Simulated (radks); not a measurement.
The numbers below are computed, except where a source is named.
Isoelectronic series with 8 electrons, all held in the configuration [He] 2s2 2p4, which need not be the ground one along the series. Level of theory: scalar-relativistic Kohn-Sham, LDA (Slater exchange, Perdew-Wang correlation), spin-unpolarised, spherical densities, point nucleus (a radial shooting solver on a logarithmic mesh with Libxc functionals). Total energies (hartree) and mean radii <r> (bohr):

ion    E (hartree)      2p      2s       1s
O        -74.52633   1.264   1.147   0.2007
Si6+    -271.17581  0.4852  0.5342   0.1115
Cl9+    -417.30904  0.3742  0.4205  0.09103
Ca12+   -595.54724  0.3046  0.3464  0.07684
V15+    -806.13682  0.2569  0.2942  0.06641
Fe18+  -1049.37360  0.2220  0.2555  0.05842
Cu21+  -1325.60348  0.1954  0.2256  0.05210
Ge24+  -1635.22439  0.1744  0.2018  0.04696
Br27+  -1978.68896  0.1574  0.1823  0.04271
Nb33+  -2769.25366  0.1316  0.1524  0.03606
Ru36+  -3217.56559  0.1215  0.1406  0.03340

Estimate the row of Sr30+.

Answer. E (hartree) -2356.50785; 2p 0.1434; 2s 0.1661; 1s 0.03912.
